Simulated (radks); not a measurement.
Excited configurations of the xenon ion Xe2+: one electron is placed in a higher orbital outside [Kr] 4d10 5s2 5p3. The ground configuration is [Kr] 4d10 5s2 5p4. Calculated with a radial shooting solver on a logarithmic mesh with Libxc functionals: Dirac Kohn-Sham, PBE, spin-unpolarised, spherical densities, point nucleus; open shells fill j = l - 1/2 first. Excitation = E - E(ground); binding = E(ion) - E, where the ion is the core of charge +3; n* = 3/sqrt(2 binding) in atomic units, and the quantum defect is n - n*.

[
 {"outer orbital": "4f5/2", "excitation (eV)": "20.375", "binding (eV)": "10.712", "n*": "3.381", "eigenvalue (eV)": "-6.989"},
 {"outer orbital": "5d3/2", "excitation (eV)": "14.616", "binding (eV)": "16.471", "n*": "2.727", "eigenvalue (eV)": "-12.854"},
 {"outer orbital": "5f5/2", "excitation (eV)": "24.003", "binding (eV)": "7.084", "n*": "4.158", "eigenvalue (eV)": "-5.684"},
 {"outer orbital": "6s1/2", "excitation (eV)": "15.338", "binding (eV)": "15.749", "n*": "2.788", "eigenvalue (eV)": "-13.238"},
 {"outer orbital": "6p1/2", "excitation (eV)": "18.305", "binding (eV)": "12.782", "n*": "3.095", "eigenvalue (eV)": "-10.704"},
 {"outer orbital": "6d3/2", "excitation (eV)": "22.522", "binding (eV)": "8.565", "n*": "3.781", "eigenvalue (eV)": "-7.163"},
 {"outer orbital": "6f5/2", "excitation (eV)": "26.274", "binding (eV)": "4.813", "n*": "5.044", "eigenvalue (eV)": "-3.992"},
 {"outer orbital": "7s1/2", "excitation (eV)": "22.441", "binding (eV)": "8.646", "n*": "3.763", "eigenvalue (eV)": "-7.424"},
 {"outer orbital": "7p1/2", "excitation (eV)": "23.666", "binding (eV)": "7.421", "n*": "4.062", "eigenvalue (eV)": "-6.337"},
 {"outer orbital": "7d3/2", "excitation (eV)": "25.651", "binding (eV)": "5.436", "n*": "4.746", "eigenvalue (eV)": "-4.621"},
 {"outer orbital": "7f5/2", "excitation (eV)": "27.635", "binding (eV)": "3.452", "n*": "5.956", "eigenvalue (eV)": "-2.935"}
]

The Delta-SCF ionisation energy is 31.087 eV (NIST Atomic Spectra Database: 31.05 eV, semi-empirical). Self-interaction in the functional shifts the binding energies and quantum defects, so they are the method's values and not measured ones. Spin polarisation and multiplet splitting are left out, so open shells lie too high by an amount that depends on their filling.

Beside tabulated values, note that spin-unpolarised runs miss the spin-polarisation part of the exchange energy of open shells.
